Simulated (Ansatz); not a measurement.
Start from `C[SiH](N)O` and change one atom or group to get `CN[SiH](C)N`.

Ansatz, PBE0-D4/def2-TZVP geometries, multiplicity 1. Each molecule was computed in one conformer, which needn't be the lowest.

```json
{"property": "HOMO–LUMO gap (ωB97M-V/def2-TZVPP) / eV", "`C[SiH](N)O`": "12.09"}
{"property": "HOMO energy (PBE0/def2-TZVPP) / eV", "`C[SiH](N)O`": "-7.44"}
{"property": "HOMO energy (PBE/def2-TZVPP) / eV", "`C[SiH](N)O`": "-6.00"}
{"property": "LUMO energy (PBE/def2-TZVPP) / eV", "`C[SiH](N)O`": "0.05"}
{"property": "LUMO energy (B3LYP/def2-TZVPP) / eV", "`C[SiH](N)O`": "0.51"}
{"property": "HOMO–LUMO gap (B3LYP/def2-TZVPP) / eV", "`C[SiH](N)O`": "7.72"}
```

Problem. Give the same properties after the change, and the shifts. (Estimate.)

Solution. Ansatz gave: 
```tsv
property	`CN[SiH](C)N`	shift
HOMO–LUMO gap (ωB97M-V/def2-TZVPP) / eV	11.22	-0.87
HOMO energy (PBE0/def2-TZVPP) / eV	-6.50	0.94
HOMO energy (PBE/def2-TZVPP) / eV	-5.14	0.86
LUMO energy (PBE/def2-TZVPP) / eV	0.19	0.14
LUMO energy (B3LYP/def2-TZVPP) / eV	0.66	0.15
HOMO–LUMO gap (B3LYP/def2-TZVPP) / eV	6.94	-0.78
```

With PBE0 the HOMO rises by 0.94 eV and the LUMO rises by 0.13 eV, so the gap narrows by about 0.81 eV. PBE moves the HOMO by 0.86 eV and ωB97M-V by 0.98 eV.

B3LYP here is the variant with VWN-RPA as its local correlation; programs differ in this.
